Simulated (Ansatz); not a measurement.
Species: C3H5F, SMILES `C=CCF` (C–C–C–F torsion 125°) (charge 0, multiplicity 1).

Problem. Give a relaxed geometry from B3LYP-D3(BJ)/def2-TZVP run with Ansatz (a program for electronic structure).

Solution. This is not unique; one that fits is the end point of this relaxation, one of several conformers (outside a Z-matrix the atoms follow the SMILES, hydrogens last).
Cartesian coordinates (Å) in one orientation:
```xyz
9

C     -1.390     0.138     0.151
C     -0.157     0.424     0.547
C      1.042    -0.364     0.149
F      1.996     0.476    -0.443
H     -2.243     0.716     0.483
H     -1.591    -0.690    -0.519
H      0.028     1.263     1.211
H      1.526    -0.821     1.017
H      0.788    -1.142    -0.573
```
